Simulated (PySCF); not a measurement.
One of the candidates below gave these computed data.

All candidates are C7H13BO2.

* Rotational structure: rotational constants A, B, C: 2.308, 1.089, 0.911 GHz [PBE0-D3(BJ)/def2-SVP]
* Triplet: lowest triplet excitation (Tamm–Dancoff): 7.20 eV [TDA CAM-B3LYP/def2-SVPD]
* 13C NMR: chemical shifts (computed TMS as zero) by class: 40.6 (1 C), 36.2 (1 C), 35.9 (1 C), 32.0 (1 C), 29.5 (1 C), 26.8 (1 C), 19.6 (1 C) ppm [GIAO B97-2/pcSseg-1]
* Dipole: 1.29 D [CAM-B3LYP/def2-SVPD]
* NMR, other nuclei: isotropic shieldings of nuclei other than C and H, by class: 70 (1 B), 213 (2 O) ppm [GIAO B97-2/pcSseg-1]
* UV, first state: lowest singlet excitation: 7.43 eV (167 nm, f = 0.027) [TDDFT CAM-B3LYP/def2-SVPD]
* Polarisability: 94.9 au [CAM-B3LYP/def2-SVPD]
* 1H NMR: chemical shifts (computed TMS as zero) by class: 3.74 (2 H), 2.07 (1 H), 2.06 (1 H), 1.99 (1 H), 1.94 (1 H), 1.94 (1 H), 1.85 (1 H), 1.83 (1 H), 1.73 (1 H), 1.56 (1 H), 1.26 (1 H), 0.89 (1 H) ppm [GIAO B97-2/pcSseg-1]
* Valence photoelectron: vertical ionisation energy: 9.97 eV [ΔSCF CAM-B3LYP/def2-SVPD]

Gas-phase values; electronic properties from PySCF, density fitting. Levels stand in brackets. Geometry: PBE0-D3(BJ)/def2-SVP, one conformer, isolated molecule. NMR classes are plain means over equivalent atoms (diastereotopic ones count apart unless rotation or inversion swaps them), as if these changed places fast.

Problem. Which candidate is it?
A. `C=C[C@@H]1CC[C@@H](B(O)O)C1`
B. `C[C@@H]1CC2(CC2)[C@H]1B(O)O`
C. `OB(O)[C@H]1[C@@H]2CCCC[C@@H]21`
D. `OB(O)[C@@H]1CC[C@H]2C[C@@H]1C2`

Solution. D. It is `OB(O)[C@@H]1CC[C@H]2C[C@@H]1C2`. Numbering: `[OH:1][B:2]([OH:3])[C@@H:4]1[CH2:5][CH2:6][C@H:7]2[CH2:8][C@@H:9]1[CH2:10]2`. 7 carbons fall into 7 classes; from least to most shielded: four-membered-ring carbon [C10] (40.6 ppm), sp3 carbon at a ring junction [C9] (36.2 ppm), sp3 carbon at a ring junction [C7] (35.9 ppm), ring CH2 carbon [C6] (32.0 ppm), four-membered-ring carbon [C8] (29.5 ppm), ring sp3 carbon bound to boron [C4] (26.8 ppm), ring CH2 carbon [C5] (19.6 ppm). Hydrogen classes from least to most shielded: 2 H on 2 boron-bound oxygens, O1/O3 (3.74 ppm), 1 H on an sp3 carbon at a ring junction, C7 (2.07 ppm), 1 H on a ring CH2 carbon, C5 (2.06 ppm), 1 H on a four-membered-ring carbon, C10 (1.99 ppm), 1 H on an sp3 carbon at a ring junction, C9 (1.94 ppm), 1 H on a ring CH2 carbon, C5 (1.94 ppm), 1 H on a four-membered-ring carbon, C8 (1.85 ppm), 1 H on a four-membered-ring carbon, C8 (1.83 ppm), 1 H on a ring CH2 carbon, C6 (1.73 ppm), 1 H on a ring CH2 carbon, C6 (1.56 ppm), 1 H on an sp3 carbon bound to boron, C4 (1.26 ppm), 1 H on a four-membered-ring carbon, C10 (0.89 ppm). The other shieldings belong to: 70 ppm, three-coordinate boron [B2]; 213 ppm, boron-bound oxygen [O1/O3]. The first electron is taken from the HOMO, whose largest Löwdin shares are 0.16 on the sp3 carbon bound to boron, 0.10 on a four-membered-ring carbon, 0.10 on the three-coordinate boron and 0.10 on a ring CH2 carbon. The optimised geometry has point group C1 and is an asymmetric top.

The others, at the same levels:
- `OB(O)[C@H]1[C@@H]2CCCC[C@@H]21` fails: it has 4 carbon classes against 7; its computed 13C shifts are 27.0 (2 C), 23.6 (2 C), 20.0 (2 C), 11.3 (1 C) ppm, 1H shifts are 3.40 (2 H), 1.82 (2 H), 1.56 (2 H), 1.13 (2 H), 1.13 (2 H), 1.04 (2 H), -1.08 (1 H) ppm and lowest singlet excitation is 7.17 eV (173 nm, f = 0.014) (against 7.43 eV).
- `C[C@@H]1CC2(CC2)[C@H]1B(O)O` fails: its computed 13C shifts are 40.3 (1 C), 35.9 (1 C), 28.6 (1 C), 24.0 (1 C), 16.4 (1 C), 14.0 (1 C), 12.4 (1 C) ppm, 1H shifts are 3.21 (2 H), 2.65 (1 H), 1.82 (1 H), 1.77 (1 H), 1.22 (1 H), 1.10 (3 H), 0.50 (1 H), 0.36 (1 H), 0.33 (1 H), -0.09 (1 H) ppm and lowest singlet excitation is 7.03 eV (176 nm, f = 0.015) (against 7.43 eV).
- `C=C[C@@H]1CC[C@@H](B(O)O)C1` fails: its computed 13C shifts are 147.3 (1 C), 116.7 (1 C), 50.0 (1 C), 37.5 (1 C), 36.0 (1 C), 26.3 (1 C), 22.0 (1 C) ppm, 1H shifts are 6.10 (1 H), 5.22 (1 H), 5.09 (1 H), 3.65 (2 H), 2.40 (1 H), 2.08 (1 H), 1.82 (1 H), 1.58 (1 H), 1.51 (1 H), 1.39 (1 H), 1.35 (1 H), 1.32 (1 H) ppm and lowest singlet excitation is 7.10 eV (175 nm, f = 0.058) (against 7.43 eV).

Each candidate is one conformer, not necessarily the lowest. The conformers computed, where there is a choice (atom-mapped SMILES and torsion angles):
- `[CH3:1][C@@H:2]1[CH2:3][C:4]2([CH2:5][CH2:6]2)[C@H:7]1[B:8]([OH:9])[OH:10]`: C4–C7–B8–O9 -67°, H–O9–B8–C7 -3°, H–O10–B8–C7 -178°

The conformers of `OB(O)[C@@H]1CC[C@H]2C[C@@H]1C2`, `OB(O)[C@H]1[C@@H]2CCCC[C@@H]21` and `C=C[C@@H]1CC[C@@H](B(O)O)C1` aren't listed.
